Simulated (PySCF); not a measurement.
In(OH)(NH2)2 (H5InN2O), SMILES [NH2][In]([NH2])[OH]. The structure is a stationary point at PBE-D3(BJ)/def2-SVP. The structure was generated by enumeration; whether it is a known compound was not checked. The def2 effective core potentials stand for the cores of In; spin–orbit coupling is left out. The values are those of a single conformer.

The numbers are results of PBE-D3(BJ)/def2-SVP run with PySCF, not measurements.

Harmonic wavenumbers (cm⁻¹): 105, 118, 132, 142, 209, 232, 475, 486, 566, 598, 605, 750, 809, 818, 1479, 1491, 3403, 3412, 3502, 3513, 3714. Rotational constants (GHz): 4.934, 4.251, 2.314; symmetry number 1.

Question: Work out the zero-point energy and the ideal-gas rigid-rotor harmonic-oscillator thermochemistry at 298.15 K and 1 atm.

Answer: ZPE = ½ Σ hcν = ½ × 26559 cm⁻¹ = 158.86 kJ/mol. H − E(el) = 182.03 kJ/mol. Entropy in J/(mol K): translation 172.34, rotation 110.02, vibration 81.99, total 364.36. G − E(el) = 73.39 kJ/mol. Cp = 113.72 J/(mol K). Modes under 150 cm⁻¹ make the vibrational entropy uncertain.
